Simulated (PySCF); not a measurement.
Species: `N#C[C@@H]1CCN[SiH2]OC1`. The columns A, B, C and D hold Mulliken, IAO, Hirshfeld and ESP-fitted charges (e) of one PBE0/pcSseg-1 density (PySCF), in a shuffled order. Coordinates in Å (GFN2-xTB); the density's dipole moment is (-1.50, 1.42, 4.16) D.

```csv
atom,x,y,z,A,B,C,D
N1,2.320,-1.248,-1.702,-0.482,-0.248,-0.245,-0.227
C2,1.924,-0.506,-0.928,+0.399,+0.138,+0.146,+0.085
C3,1.430,0.423,0.063,-0.088,-0.163,-0.371,-0.007
C4,0.743,-0.340,1.209,-0.149,-0.259,-0.156,-0.067
C5,-0.367,-1.306,0.773,-0.073,-0.147,-0.021,-0.021
N6,-1.615,-0.606,0.533,-0.664,-0.707,-0.680,-0.249
Si7,-1.898,0.348,-0.873,+0.668,+1.109,+0.932,+0.418
O8,-0.478,0.946,-1.381,-0.371,-0.635,-0.628,-0.217
C9,0.546,1.488,-0.619,-0.007,-0.037,+0.186,+0.018
H10,2.300,0.950,0.479,+0.092,+0.175,+0.167,+0.066
H11,0.321,0.386,1.908,+0.104,+0.145,+0.126,+0.041
H12,1.510,-0.916,1.733,+0.070,+0.145,+0.136,+0.046
H13,-0.032,-1.858,-0.113,+0.121,+0.133,+0.139,+0.032
H14,-0.521,-2.031,1.577,+0.110,+0.146,+0.119,+0.050
H15,-2.401,-1.032,0.992,+0.342,+0.264,+0.195,+0.118
H16,-2.290,-0.306,-2.115,-0.124,-0.166,-0.139,-0.087
H17,-2.821,1.383,-0.403,-0.140,-0.172,-0.149,-0.092
H18,0.149,2.154,0.158,+0.099,+0.125,+0.113,+0.044
H19,1.172,2.081,-1.299,+0.093,+0.154,+0.131,+0.049
```

Task: Which column most likely holds the ESP-fitted charges?

Result: A. Σ q r misses the density's dipole by 0.02 D (A), 0.60 D (B), 0.79 D (C), 1.57 D (D). Charges fitted to the outside potential are the only set here that is tied to the molecule's multipoles.

Task: And the Hirshfeld charges?

Result: D. The mean sizes are 0.102 e (D), 0.221 e (A), 0.251 e (C), 0.267 e (B), and Hirshfeld charges are commonly the smallest of these schemes.

As computed, A = ESP-fitted, B = IAO, C = Mulliken, D = Hirshfeld. Hydrogens on carbon: ESP-fitted +0.07 to +0.12, IAO +0.13 to +0.17, Mulliken +0.11 to +0.17, Hirshfeld +0.03 to +0.07 e.

The Mulliken scheme gives each basis function's population to the atom it is centred on and halves the overlap population of two atoms between them. The ESP scheme is a least-squares fit of atom-centred charges to the potential on four shells outside the van der Waals surface, with the total charge fixed.

The structure is a single GFN2-xTB conformer in the gas phase; no vibrational or solvent corrections.
